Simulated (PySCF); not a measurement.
The dipole of `[N@H+](C)(C1CC1)[BH3-]` from its density and from atomic charges.

Coordinates (PBE0-D3(BJ)/def2-SVP, Å) and charges (e) from the PBE0/pcSseg-1 density (PySCF):

| atom | x | y | z | Mulliken | IAO | Hirshfeld | ESP-fitted |
| --- | --- | --- | --- | --- | --- | --- | --- |
| B1 | -1.306 | 1.557 | -0.215 | -0.0851 | -0.3924 | -0.0973 | -0.1804 |
| N2 | -0.605 | 0.162 | 0.265 | -0.4700 | -0.1279 | +0.0061 | -0.2362 |
| C3 | -1.535 | -0.973 | 0.190 | -0.1001 | -0.3022 | -0.0430 | -0.4344 |
| C4 | 0.627 | -0.103 | -0.464 | -0.0916 | -0.0301 | +0.0246 | +0.0595 |
| C5 | 1.676 | -0.996 | 0.124 | -0.2068 | -0.3055 | -0.0902 | -0.3771 |
| C6 | 1.900 | 0.489 | 0.018 | -0.1882 | -0.2800 | -0.0760 | -0.2742 |
| H7 | -2.281 | 1.699 | 0.515 | -0.0854 | -0.0324 | -0.1095 | -0.1011 |
| H8 | -1.609 | 1.383 | -1.391 | -0.0741 | -0.0329 | -0.1072 | -0.0809 |
| H9 | -0.462 | 2.430 | -0.060 | -0.0706 | -0.0274 | -0.1088 | -0.1118 |
| H10 | -0.366 | 0.315 | 1.247 | +0.2285 | +0.2781 | +0.1482 | +0.4091 |
| H11 | -2.426 | -0.739 | 0.785 | +0.1492 | +0.1675 | +0.0620 | +0.1958 |
| H12 | -1.842 | -1.096 | -0.856 | +0.1425 | +0.1645 | +0.0606 | +0.1991 |
| H13 | -1.060 | -1.898 | 0.549 | +0.1239 | +0.1403 | +0.0459 | +0.1441 |
| H14 | 0.441 | -0.133 | -1.540 | +0.1551 | +0.1639 | +0.0627 | +0.1683 |
| H15 | 1.498 | -1.410 | 1.122 | +0.1330 | +0.1441 | +0.0490 | +0.1597 |
| H16 | 2.219 | -1.668 | -0.544 | +0.1456 | +0.1565 | +0.0551 | +0.1642 |
| H17 | 2.598 | 0.874 | -0.728 | +0.1501 | +0.1617 | +0.0613 | +0.1582 |
| H18 | 1.865 | 1.082 | 0.937 | +0.1441 | +0.1540 | +0.0569 | +0.1379 |

Task: Compute μ = Σ q r for each scheme (1 e·Å = 4.803 D) and compare with the dipole of the full density.

Result: The full density gives (2.62, -4.60, 1.41) D, 5.48 D in size; dipole vectors point from the negative to the positive end.

| scheme | μx | μy | μz | size (D) | share of the full size (%) | angle to the full dipole (°) |
| --- | --- | --- | --- | --- | --- | --- |
| Mulliken | 2.61 | -4.81 | 0.75 | 5.52 | 101 | 7 |
| IAO | 2.46 | -4.78 | 1.25 | 5.52 | 101 | 3 |
| Hirshfeld | 2.43 | -4.15 | 1.12 | 4.94 | 90 | 2 |
| ESP-fitted | 2.61 | -4.60 | 1.43 | 5.48 | 100 | 0 |

Task: Which set comes closest?

Result: Length of the difference vector: ESP-fitted 0.03 D, IAO 0.29 D, Hirshfeld 0.56 D, Mulliken 0.69 D. Closest: ESP-fitted. ESP charges are fitted to the potential around the molecule, whose slowest-falling term is the dipole's. 

Task: What is left for the Hirshfeld atoms' own dipoles?

Result: The shares of the density sum to the whole, so what Σ q r misses lies in dipoles about the nuclei. The atomic dipoles sum to (2.62, -4.60, 1.41) − (2.43, -4.15, 1.12) = (0.19, -0.45, 0.29) D, 0.56 D in size.

Task: With the origin at the mean of the coordinates, (-0.037, 0.054, -0.003) Å, which are the largest single terms, by size, of the Hirshfeld dipole along the direction of the full one?

Result: H7 +1.22, H9 +1.16, H8 +1.15, B1 +0.90, C5 -0.75 D; all 18 atoms together +4.94 D. The single terms depend on the origin, their sum doesn't.

Task: Give the size of the full dipole in other units.

Result: 5.48 D = 2.154 au = 1.140 e·Å = 18.27 × 10⁻³⁰ C·m.

Isolated species at its PBE0-D3(BJ)/def2-SVP geometry (one conformer only).

Shape of the structure used: `[BH3-:1][N@@H+:2]([CH3:3])[CH:4]1[CH2:5][CH2:6]1`: B1–N2–C4–C5 157°.
